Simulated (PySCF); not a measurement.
## From computed data to an observable: entropy of an ideal gas

C2HF2, SMILES C(=[CH])(F)F, multiplicity 2.

Geometry: PBE-D3(BJ)/def2-TZVP. The isomer is the one that the SMILES or the coordinates give; other isomers of the formula were not compared.

PBE-D3(BJ)/def2-TZVP (PySCF) gives the harmonic wavenumbers 399, 476, 527, 598, 689, 929, 1161, 1710, 3283 cm⁻¹ and the rotational temperatures 0.5449, 0.5161, 0.2651 K. The molar mass is 63.03 g/mol, the symmetry number 1, the spin multiplicity 2.

Problem. Work out the entropy at 298.15 K and 1 atm in the rigid-rotor, harmonic-oscillator model.

Solution. 
Translation (Sackur–Tetrode at 1 atm): S = R[1.5 ln M + 2.5 ln T − 1.16487] = 160.4 J/(mol K).
Rotation: q = (√π/σ) T^1.5/√(θA θB θC) = 33400, S = R[ln q + 3/2] = 99.1 J/(mol K).
Vibration: with u = 1.4388 ν/T, each mode gives R[u/(e^u − 1) − ln(1 − e^−u)]:
```csv
ν (cm⁻¹),modes,u,S (J/(mol K))
399,1,1.93,4.04
476,1,2.30,3.02
527,1,2.54,2.49
598,1,2.89,1.90
689,1,3.32,1.34
929,1,4.48,0.52
1161,1,5.60,0.20
1710,1,8.25,0.02
```
The stiffer modes add less than 0.005 each. Sum 13.5 J/(mol K).
Spin: R ln 2 = 5.8 J/(mol K).
Total 278.8 J/(mol K); the program's own thermochemistry gives 278.8. Translation makes up 58 % and vibration 5 %. Anharmonicity, hindered rotation and orbital degeneracy are left out.
